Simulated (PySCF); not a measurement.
Structure problem from calculated spectra and properties.

Formula: FGaH2.

| Item | Value |
| --- | --- |
| Rotational structure | rotational constants A, B, C: 123.337, 10.520, 9.693 GHz [PBE0-D3(BJ)/def2-SVP] |
| Triplet | lowest triplet excitation (Tamm–Dancoff): 5.27 eV [TDA CAM-B3LYP/def2-SVPD] |
| Polarisability | 29.0 au [CAM-B3LYP/def2-SVPD] |
| 1H NMR | chemical shifts (computed TMS as zero) by class: 5.55 (2 H) ppm [GIAO PBE0/pcSseg-1] |
| UV, first state | lowest singlet excitation: 5.74 eV (216 nm, f = 0.000) [TDDFT CAM-B3LYP/def2-SVPD] |
| NMR, other nuclei | isotropic shieldings of nuclei other than C and H, by class: 274 (1 F), 1353 (1 Ga) ppm [GIAO PBE0/pcSseg-1] |
| Valence photoelectron | vertical ionisation energy: 11.79 eV [ΔSCF CAM-B3LYP/def2-SVPD] |
| XPS | F1s 690.9 eV [ΔSCF SCAN, pcX-2 on the ionised atom, pcseg-1 elsewhere, spin-free X2C] |

Electronic properties: PySCF, gas phase, density fitting. Levels stand in brackets. Isolated species at its PBE0-D3(BJ)/def2-SVP geometry, gas phase. The calculation (core ionisation apart) is non-relativistic and has no spin–orbit coupling, an omission that weighs most on gallium. NMR classes are plain means over equivalent atoms (diastereotopic ones count apart unless rotation or inversion swaps them), as if these changed places fast.

Task: Give a SMILES that accounts for the data.

Result: All hydrogens form one class (5.55 ppm): hydrogen on gallium. The other shieldings belong to: 274 ppm, fluorine bonded to Ga; 1353 ppm, gallium bonded to F and 2 H. The core levels belong to: F1s 690.9 eV, fluorine bonded to Ga. No core level of Ga was computed. S1 is mainly HOMO→LUMO (weight 0.99); the largest Löwdin shares of the orbital it empties are 0.36 on the gallium bonded to F and 2 H, 0.24 on each of 2 atoms of one kind (hydrogen on gallium) and 0.16 on the fluorine bonded to Ga, of the orbital it fills 0.68 on the gallium bonded to F and 2 H, 0.11 on each of 2 atoms of one kind (hydrogen on gallium) and 0.10 on the fluorine bonded to Ga. The optimised geometry has point group C2v and is an asymmetric top. Structure: `[F][GaH2]`. NMR values of atoms bound to Ga lack the spin–orbit term that these neighbours bring.
